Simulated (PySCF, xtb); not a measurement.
H₃O₃W, SMILES [OH][W]([OH])[OH] (connectivity only; charge and spin as stated), neutral, multiplicity 4. The values are those of a single conformer.

Harmonic wavenumbers (cm⁻¹) from GFN2-xTB (xtb 6.7.1) at its own minimum, in rising order: 134, 137, 164, 386, 414, 425, 462, 468, 474, 510, 533, 545, 3431, 3453, 3455.

Question: What does PySCF with PBE-D3(BJ)/def2-SVP give at its own minimum? (Estimate from the structure and the level; the computed values follow.)

Answer: 147, 163, 166, 375, 404, 431, 665, 665, 681, 685, 696, 703, 3621, 3627, 3630. Paired by order, the mean absolute difference is 114 cm⁻¹ and the zero-point energies are 21.4 and 23.8 kcal/mol.
